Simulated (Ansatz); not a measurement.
`C[Se][SnH]([Cl])[Cl]`, relaxed with RKS PBE0-D4/def2-TZVP in Ansatz from a PBE-D4/def2-SVP geometry. The force threshold is 0.005 eV/Å; the program also tests the step.

Total charge 0; spin multiplicity 1. Sn: def2 effective core potential.

Start:

```xyz
9

C     0.313    0.122    1.652
Se    0.384   -1.547    0.590
Sn   -0.249   -0.418   -1.583
Cl   -2.305    0.726   -1.262
Cl    1.306    1.325   -2.006
H     1.050    0.850    1.267
H    -0.708    0.546    1.627
H     0.576   -0.170    2.686
H    -0.366   -1.435   -2.971
```

Question: How much energy does the relaxation release, and in how many steps? (Estimate.)

Answer: Computed: 6.70 kJ/mol, in 6 steps, 1 of them rejected.

Question: Which bonds change most? (Estimate.)

Answer: The calculation gave: Sn3–Cl5 from 2.374 to 2.325 Å; Sn3–Cl4 from 2.374 to 2.325 Å; Se2–Sn3 from 2.529 to 2.488 Å; Sn3–H9 from 1.725 to 1.697 Å.

Question: Give the relaxed structure. (Estimate.)

Answer: The calculation gave: 
```xyz
9

C     0.312    0.125    1.647
Se    0.374   -1.513    0.571
Sn   -0.249   -0.412   -1.572
Cl   -2.263    0.711   -1.279
Cl    1.264    1.300   -2.002
H     1.044    0.841    1.281
H    -0.690    0.546    1.631
H     0.569   -0.183    2.659
H    -0.360   -1.416   -2.935
```
